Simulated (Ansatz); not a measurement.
Cl3HSiTe, SMILES `Cl[Si](Cl)(Cl)[TeH]`, 6 atoms. Total charge 0; spin multiplicity 1. Correlated methods include outer-core shells of Te, which these sets cover unevenly. Te: def2 effective core potential. All runs use 4 threads of a server CPU on a shared host. Correlated methods freeze the cores.

**Question.** How many basis functions does each run have, and how long does it take in Ansatz? RHF-CCSD(T)/def2-SVP energy; RHF-CCSD(T)/def2-TZVPP energy; RHF-MP2/def2-QZVPP energy; RKS ωB97M-V/def2-QZVPP energy; RKS ωB97M-V/def2-SVP energy; direct RPA on PBE orbitals/def2-TZVPP energy; RKS BLYP-D4/def2-TZVPP energy; RKS r2SCANh-D4/def2-TZVPP energy; RKS r2SCAN-D4/def2-TZVPP energy and forces; RKS PBE0-D4/def2-TZVP frequencies; RKS PBE0-D4/def2-QZVPP energy; RKS PBE0-D4/def2-TZVP relaxation (5 steps). (Best estimate.)

**Answer.** Ansatz gave: Other jobs shared the machine, so times are rough.

```
                                level                   job  functions  wall time  peak host memory (GiB)
               RKS BLYP-D4/def2-TZVPP                energy        232        2 s                    0.39
                 RHF-CCSD(T)/def2-SVP                energy        103      4.2 s                     0.4
                 RKS ωB97M-V/def2-SVP                energy        103      4.3 s                    0.38
             RKS r2SCAN-D4/def2-TZVPP     energy and forces        232      4.3 s                    0.42
direct RPA on PBE orbitals/def2-TZVPP                energy        232      5.5 s                    0.57
            RKS r2SCANh-D4/def2-TZVPP                energy        232      5.5 s                    0.96
               RKS PBE0-D4/def2-QZVPP                energy        392       11 s                     1.9
                   RHF-MP2/def2-QZVPP                energy        392       15 s                     1.9
               RKS ωB97M-V/def2-QZVPP                energy        392       19 s                     2.2
                RKS PBE0-D4/def2-TZVP  relaxation (5 steps)        204       23 s                    0.75
                RKS PBE0-D4/def2-TZVP           frequencies        204      120 s                    0.78
               RHF-CCSD(T)/def2-TZVPP                energy        232    2.1 min                       4
```
